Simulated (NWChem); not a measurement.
# ZnO; SMILES [O]=[Zn]

All runs: NWChem. All runs use the structure optimised with PBE0/def2-SVP. Level PBE0/def2-TZVP: single points from the atomic guess with DIIS by default; each run changes one setting, and all converged runs end within 0.3 mHa of each other. NWChem's automatic level shift, which a small gap switches on, acted in some of these runs.

Question: Which setting needs the most SCF iterations, or fails (defaults; no level shifting; core-Hamiltonian guess; DIIS on 20 Fock matrices; occupation smearing of 0.005 Ha)?

Answer: core-Hamiltonian guess, with 32 against 11 for the defaults.
| setting | SCF iterations |
|---|---|
| defaults | 11 |
| no level shifting | 11 |
| occupation smearing of 0.005 Ha | 11 |
| core-Hamiltonian guess | 32 |
| DIIS on 20 Fock matrices | 11 |
